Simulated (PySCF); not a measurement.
Telling isomers of C₅H₁₁FOSi apart by NMR

- geometry: GFN2-xTB
- σ from GIAO-PBE0/pcSseg-1
- code: PySCF 2.14
- fast rotation and ring inversion assumed for equivalent nuclei, in vacuum, non-relativistic Hamiltonian, one conformer

Shifts are taken against calculated references (same method and geometry level): TMS for 1H (31.72 ppm) and 13C (186.93 ppm). Splittings of carbon signals by F and P are missing where no couplings were computed. Where no couplings were computed, multiplicities follow the n + 1 count of equivalent neighbours, and m marks all less simple cases (inequivalent or close neighbours, rings, F or P nearby). Shifts are as computed. Against solution values, carbons near 30 ppm lie about +3 ppm off and those near 130 ppm about +5 ppm. Of 1211 compounds with measured shifts, 218 miss one by over three times the rms of a fit or turn the order of signals round; such compounds aren't used in these exercises.

(1) Tabulate the signals of `CCO/C(C)=C\[SiH2]F`, `CC/C=C/CO[SiH2]F` and their relative energies.

(2) What is the quickest way to tell CCO/C(C)=C\[SiH2]F from CC/C=C/CO[SiH2]F?

## Answers

(1) 
```json
{"SMILES": "CCO/C(C)=C\\[SiH2]F", "carbon types": "1×C 1×CH 1×CH2 2×CH3", "δC": "174.4, 98.5, 65.2, 20.7, 17.5", "δH": "5.47 (m, 2H), 4.50 (m, 1H), 3.94 (q, 2H), 2.07 (s, 3H), 1.34 (t, 3H)", "E rel. (kcal/mol)": "15.5"}
{"SMILES": "CC/C=C/CO[SiH2]F", "carbon types": "2×CH 2×CH2 1×CH3", "δC": "145.5, 135.1, 65.7, 32.1, 16.8", "δH": "6.05 (m, 1H), 5.92 (m, 1H), 4.97 (m, 2H), 4.42 (d, 2H), 2.23 (m, 2H), 1.06 (t, 3H)", "E rel. (kcal/mol)": "0.0"}
```

Energies are electronic energies at PBE0/pcSseg-1 on these geometries, without zero-point or thermal terms, each for the one conformer computed, which needn't be the lowest.

(2) Both give the same number of carbon signals, but DEPT or the intensities differ. The first has an alkene carbon bearing oxygen (C) at 174.4 ppm, the second an alkene CH at 145.5 ppm. In the proton spectra the most deshielded non-exchanging signals are 5.47 (m, 2H) and 6.05 (m, 1H).
